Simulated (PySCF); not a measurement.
Electron correlation in Hg (mercury, neutral)

[Xe] 4f14 5d9 6s2 6p1, one real determinant (an excited configuration). Calculation: PySCF 2.14, in aug-cc-pVDZ-PP with ECP60MDF (5s5p4d2f, 54 functions); a scalar-relativistic core potential. Frozen: 5s2 5p6; 12 electrons correlated.

| level | correlation energy (mhartree) |
| --- | --- |
| CCSD | -310.57 |
| (T) | -9.09 |
| CCSD(T) | -319.66 |

Diagnostics: T1 = 0.013, D1 = 0.0435, largest double amplitude 0.132.

Question: Is a single reference adequate?

Answer: Mostly. T1 lies below 0.03, but a double amplitude of this size points to a near-degeneracy that CCSD handles and MP2 describes poorly.

The reference is one real determinant that mixes LS terms of this configuration.
